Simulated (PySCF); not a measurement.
Molecule: SMILES CCC[SiH2]P[SiH3], C₃H₁₃PSi₂.

Bonds (- single, = double, # triple, : aromatic): C1-C2, C2-C3, C3-Si4, Si4-P5, P5-Si6. C1 carries H7, H8, H9; C2 carries H10, H11; C3 carries H12, H13; Si4 carries H14, H15; P5 carries H16; Si6 carries H17, H18, H19.

Frames of a GFN2-xTB Langevin trajectory at 400 K; GIAO PBE0/pcSseg-1 shieldings in PySCF 2.14.0 with density-fitted response routines, gas phase, non-relativistic; equivalent atoms averaged within each frame.

Chemical shifts δ = σref − σ; $^{13}$C (186.93 ppm), $^{29}$Si (349.16 ppm), $^{1}$H (31.72 ppm) vs TMS; $^{31}$P (318.38 ppm) vs H3PO4, all at this level. The references are static minima.

Question: How do the shifts (ppm) fluctuate along the trajectory?

Answer: 
| time (fs) | C2 | C1 | C3 | Si4 | Si6 | P5 | H14/H15 | H17/H18/H19 | H7/H8/H9 | H10/H11 |
| --- | --- | --- | --- | --- | --- | --- | --- | --- | --- | --- |
| 250 | 25.8 | 24.6 | 24.3 | -45.9 | -84.3 | -338.2 | 5.20 | 4.33 | 1.38 | 0.97 |
| 425 | 28.7 | 18.1 | 33.8 | -43.8 | -90.9 | -317.9 | 4.60 | 3.95 | 0.95 | 2.48 |
| 625 | 25.2 | 16.4 | 28.2 | -35.3 | -75.5 | -315.1 | 5.77 | 4.77 | 0.51 | 2.60 |
| 800 | 27.1 | 25.7 | 17.4 | -44.0 | -85.5 | -307.5 | 4.50 | 4.23 | 1.74 | 2.09 |
| 1000 | 21.7 | 25.5 | 22.1 | -35.8 | -88.4 | -345.9 | 4.48 | 4.55 | 1.68 | 1.00 |
| mean of frames | 25.7 | 22.1 | 25.2 | -41.0 | -84.9 | -324.9 | 4.91 | 4.37 | 1.25 | 1.83 |
| standard deviation | 2.6 | 4.5 | 6.2 | 5.0 | 5.9 | 16.3 | 0.56 | 0.31 | 0.52 | 0.79 |

5 frames give an uncertainty of the mean of about the standard deviation over 2.2 at best, since frames this close in time may not be independent; classical motion lacks zero-point vibration, and the reference would need the same averaging.
